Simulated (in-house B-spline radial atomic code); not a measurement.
RPA and G0W0 on LDA VWN5: Pr VI (Pr5+)

Configuration [Kr] 4d10 5s2 5p6, mean-field start LDA VWN5. Computed with a B-spline radial code for spherical atoms: all electrons, scalar-relativistic (spin-free one-electron X2C), finite nucleus, each spin shell either full or empty, empty states to l = 9 with an (l + 1/2)⁻⁴ tail; G0W0 by contour deformation at full frequency.

Spin-orbit coupling, left out, splits p levels strongly here.

Command:
```bash
python run_gw.py task.json out
```
Settings (radii: box in bohr, nucleus in fm):
```
Z                        59
electrons                54
configuration            [Kr] 4d10 5s2 5p6
hamiltonian              x2c
method                   lda,vwn
lmax                     9
rms_radius               4.8919
spin_polarised           False
box_radius               10.43
intervals                67
```

Run time, properties included: 3.2 s on 1 thread of Arm Neoverse V2, on a shared host.

Energies (hartree):

```csv
term,value
mean-field total,-9224.03928
Hartree-Fock functional on these orbitals,-9228.36836
direct second order,-5.1325
second-order exchange,1.3826
SOSEX correction,1.2864
```

Problem. What is the RPA correlation energy, and what remains with SOSEX?

Solution. RPA gives -4.4875 hartree (-2.26 eV per electron); RPA + SOSEX gives -3.2011, and the second-order doubles -3.7499 hartree (no singles). RPA lacks exchange-type terms and so overcorrelates at short range.

Quasi-particle levels (eV):

```tsv
level	occupied	mean field	Σx - vxc	Σc	QP weight	G0W0
5p	yes	-76.98	-6.10	?	?	?
4d	yes	-183.43	-16.13	3.07	0.903	-196.49
4f	no	-69.99	17.70	-6.52	0.906	-58.81
```

G0W0 = mean field + (Σx - vxc) + Σc, with Σc (partial-wave tail included) taken at the quasi-particle energy. Only the outer levels were computed. Levels of low weight are left out.

Problem. Where does G0W0 put 5p?

Solution. At -83.22 eV, with Σc = -0.15 eV and a quasi-particle weight of 0.679.
